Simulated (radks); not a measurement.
Values are calculated unless marked as measured or tabulated.
Species: Sn2+. Configuration: [Kr] 4d10 5s2.

Level of theory: non-relativistic Kohn-Sham, LB94 model potential, spin-polarised, spherical densities, point nucleus; relativity is left out, which matters for an element this heavy (a radial shooting solver on a logarithmic mesh with Libxc functionals).

Energy parts (eV):
kinetic: 164352.013
electron-nucleus: -389575.572
Hartree: 65668.549
(The LB94 potential has no energy functional, so no total or exchange-correlation energy is given.)

Orbitals (lengths in bohr, moments of r in powers of bohr; r(90%) holds 90 % of the orbital's charge):
orbital,occ.,eigenvalue (eV),r(90%),<r^4>
1s,2,-28122.10,0.0540,3.851e-06
2s,2,-4182.578,0.202,0.0006920
2p,6,-3919.141,0.181,0.0004523
3s,2,-830.8034,0.516,0.03025
3p,6,-720.9267,0.513,0.02936
3d,10,-516.5879,0.493,0.02477
4s,2,-148.4677,1.23,0.9975
4p,6,-112.2015,1.33,1.329
4d,10,-52.2293,1.67,3.368
5s,2,-31.6139,3.21,45.31

The highest occupied level is 5s at -31.614 eV. The electron density at the nucleus is 8.803e+04 e/bohr^3. Summed over all electrons, <r^2> = 34.38 bohr^2, which gives a Langevin (diamagnetic) susceptibility term of -27.2 x 10^-6 cm^3/mol. The density falls to 0.001 e/bohr^3 at r = 3.68 bohr.
